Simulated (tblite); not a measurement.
Species: CH3BF2NP.
Geometry (GFN2-xTB, Å), atoms numbered from 1 in this order:
```
atom  x, y, z in Å
N1    -2.351    1.263    0.182
C2    -1.623    0.386    0.042
B3    -0.620   -0.786   -0.122
P4     0.968    0.200    0.153
F5     1.246    1.233   -1.019
F6     2.382   -0.539    0.041
H7    -0.734   -1.593    0.736
H8    -0.581   -1.215   -1.226
H9     1.326    1.056    1.188
```

Computed values, GFN2-xTB/tblite, gas phase, harmonic and unscaled. This tight-binding method is rough: wavenumbers can miss measured ones by several per cent, in bad cases by 10 to 20. Modes of hydrogen on boron and phosphorus can be 10 to 20 % off. One conformer, not necessarily the lowest.

Harmonic wavenumbers (cm⁻¹): 52.6, 58.7, 165.7, 186.9, 316.0, 324.1, 386.2, 592.3, 698.9, 748.3, 791.0, 821.8, 857.1, 884.5, 932.0, 986.0, 1141.7, 2323.8, 2357.1, 2496.5, 2524.8.

A = 6528, B = 1732, C = 1492 MHz; mass 109.006 u (most abundant isotopes); point group C1, symmetry number 1.

Problem. What is the zero-point energy?

Solution. Half the sum of the wavenumbers: 9823 cm⁻¹ = 28.09 kcal/mol.

Problem. Entropy at 200 K, 1 bar (ideal gas, RRHO, classical rotation)?

Solution. Translation 38.02, rotation 26.16, vibration 13.33: S = 77.5 cal/(mol K).

Problem. And Cp and H(200 K) − H(0)?

Solution. Cp = 21.10 cal/(mol K), of which vibrations give 13.15 (their classical limit is 21 R = 41.7); H(200 K) − H(0) = 2.99 kcal/mol without the zero-point energy, 1.40 from vibrations.

Problem. How do the functions run with temperature in this model?

Solution. 
```
T (K)  S (cal/(mol K))  Cp (cal/(mol K))  H − H(0) (kcal/mol)  G − H(0) (kcal/mol)  ln q(vib)
  100             65.1              15.3                 1.16                -5.35       1.39
  300             87.1              26.6                 5.38               -20.76       4.91
  500            102.7              34.1                11.52               -39.81       8.10
  800            120.1              40.0                22.73               -73.36      12.30
 1000            129.3              42.4                30.99               -98.33      14.75
```

q(vib) and H(0) count from the zero-point level.

Problem. Blend soft modes into free rotors: weight 1/[1 + (100 cm⁻¹/ν̃)⁴] for the oscillator and the rest for a rotor with moment μB/(μ + B), μ = h/(8π²ν), B = 10⁻⁴⁴ kg m². What vibrational entropy results?

Solution. 11.97 cal/(mol K) in place of 13.33, which changes −T·S at 200 K by +0.27 kcal/mol.

Hindered rotation and anharmonicity are outside this model. Other conformers, if any are populated, would add a mixing term that is left out. The structure is chiral; the term R ln 2 for an equal mix with its mirror image is left out.
